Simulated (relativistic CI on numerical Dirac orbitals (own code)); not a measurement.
## One change at a time: Tm LXVI

Base calculation: Dirac-Coulomb-Breit CI, orbitals from a KLI potential per configuration, model QED, unscaled Slater integrals.

Configurations in the expansion (outside the closed core 1s2): 2s2, 2s 2p, 2p2, 2p 3s, 2p 3p, 2s 3s, 2s 3p, 2s 3d, 2s 4s, 2s 4p, 2s 4d, 2s 4f, 2s 5s, 3s2, 2s 5p, 2s 5d, 2s 5f, 2s 5g, 3s 3p, 3p2. Levels of other configurations are missing.

The lowest level and the first level of each name with at least 55 % of one term (blank where a level has no safe partner in the second run):

```csv
Level,Base (eV),Shift (eV)
2s2 1S_0,0.00,0.00
2s 2p 3P°_0,152.80,-0.08
2s 2p 3P°_1,184.45,-0.08
2p2 3P_0,434.37,-0.27
2s 2p 3P°_2,1231.55,-0.08
2s 2p 1P°_1,1315.53,-0.08
2p2 3P_1,1473.11,-0.28
2p2 1D_2,1491.08,-0.28
2p2 3P_2,2563.45,-0.28
2p2 1S_0,2626.89,-0.28
2s 3s 3S_1,9353.42,+0.92
2s 3s 1S_0,9384.17,+0.91
2s 3p 3P°_0,9426.08,+1.05
2s 3p 3P°_1,9426.63,+1.04
2p 3s 3P°_0,9544.51,+0.39
2p 3s 3P°_1,9545.84,+0.40
2p 3p 3D_1,9588.35,+0.60
2p 3p 3P_0,9637.74,+0.60
2s 3p 3P°_2,9744.34,+1.05
2s 3p 1P°_1,9752.16,+1.04
2s 3d 3D_1,9776.30,+1.12
2s 3d 3D_2,9781.24,+1.13
```

At this charge energies of transitions that change n are usually good to better than 1 %, and those within a shell (Δn = 0) to a few per cent.

Problem. One thing was changed in a second run, which moved the levels as shown. Which?
A. one mean potential for all configurations
B. QED terms removed
C. Breit term removed
D. configuration mixing switched off
E. P86 correlation estimate

Solution. E. P86 correlation estimate. A correlation estimate moves all levels of a configuration together before mixing; mixed levels move by a weighted share.

LS names give the leading component of a level, which can be under half, so a name can repeat, a term be missing and a line seem to break the LS rules.
